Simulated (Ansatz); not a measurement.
A nudged elastic band was laid between two geometries of F4Ge + HO (7 atoms, charge 0, multiplicity 2).

Theory: UKS BHLYP-D4/def2-SVP in Ansatz.

```yaml
movable_images: 7
climbing_image: yes
spring: 5.0 eV/Å²
optimiser: quadratic models (default)
start_path: through a guess of the saddle point
force_threshold: 0.05 eV/Å
iteration_limit: 60
end_points: relaxed
```

Image 0:

```xyz
7
Properties=species:S:1:pos:R:3
Ge -0.100 -0.325 0.421
F -0.680 -1.692 1.231
F 1.575 -0.108 0.416
F -0.975 1.086 0.784
F -0.480 -0.622 -1.204
O 0.398 0.104 2.777
H -0.253 0.756 3.084
```

Image 8:

```xyz
7
Properties=species:S:1:pos:R:3
Ge 0.627 -0.317 0.093
F -0.565 -1.336 2.252
F 1.686 0.419 -1.039
F 0.212 0.986 1.168
F -0.821 -0.646 -0.756
O -0.979 -0.341 3.144
H -0.673 0.434 2.646
```

What changes between the two ends?

Bonds broken: Ge1–F2. Bonds formed: F2–O6. F4Ge + HO becomes F3Ge + FHO.

What energy profile does the band end with?

The run converged. The highest image is number 6 of 0 to 8, 4.01 eV above the first end and 0.40 eV above the last; the last end lies 3.61 eV above the first. Neighbouring images differ by up to 3.2 eV, so the band resolves the path poorly. A vibrational analysis at the climbing image gives 2 clearly imaginary modes (852i, 41i cm⁻¹): a point of higher order. A lower path may pass nearby, or the ends, which weren't checked, may share the extra mode.

```csv
image,path coordinate (Å),energy (eV),Ge1–F2 (Å),F2–O6 (Å)
0,0.00,0.00,1.69,2.60
1,0.54,0.08,1.69,2.72
2,1.09,0.18,1.68,2.86
3,1.63,0.24,1.68,2.92
4,2.17,0.31,1.68,2.74
5,2.71,0.80,1.72,2.15
6,3.26,4.01,2.13,1.53
7,3.99,3.63,2.71,1.40
8,4.72,3.61,2.67,1.40
```

What is the geometry of the highest image?


```xyz
7
Properties=species:S:1:pos:R:3
Ge 0.208 -0.388 0.093
F -0.007 -1.074 2.096
F 1.676 0.090 -0.657
F -0.341 1.066 0.859
F -0.963 -0.656 -1.133
O -0.475 -0.344 3.352
H -0.611 0.504 2.900
```

The band took 36 iterations and roughly 26 core-minutes.

The run took 6.9 min on 4 threads of AMD EPYC 9R45 96-Core Processor (Zen 5), with other jobs on the host, peak memory 0.46 GiB.
